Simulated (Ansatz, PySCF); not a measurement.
Sn(F)(Cl)(OH)2 (ClFH₂O₂Sn), SMILES [Cl][Sn]([OH])([OH])[F].

Coordinates come from a PBE0-D3(BJ)/def2-SVP optimisation. The structure was generated by enumeration; whether it is a known compound was not checked. The def2 effective core potentials stand for the cores of Sn; spin–orbit coupling is left out. One conformer was computed; it need not be the lowest.

Vertical ionisation energy (IE) and electron affinity (EA) in eV. Rows of orbital energies are one-electron estimates. Where ΔSCF, EOM or ADC give a negative EA the extra electron is unbound and the value depends on the basis.

| level | IE | EA |
|---|---|---|
| −ε(HOMO), −ε(LUMO), ωB97X/def2-TZVP (PySCF) | 12.21 | 0.59 |
| −ε(HOMO), −ε(LUMO), PBE/def2-TZVP (PySCF) | 7.98 | 3.64 |
| ΔSCF, CAM-B3LYP/def2-SVPD (Ansatz), final states of multiplicity 2 and 2 | 12.30 | 1.14 |
| ΔSCF, PBE/def2-SVPD (Ansatz), final states of multiplicity 2 and 2 | 11.17 | 1.21 |

Question: What vertical singlet–triplet gap does ΔSCF give with CAM-B3LYP/def2-SVPD (Ansatz, an electronic-structure program) and with PBE/def2-SVPD (Ansatz)? (Estimate from the structure and the level; the computed values follow.)

Answer: 5.40 and 4.38 eV (triplet above singlet where positive).
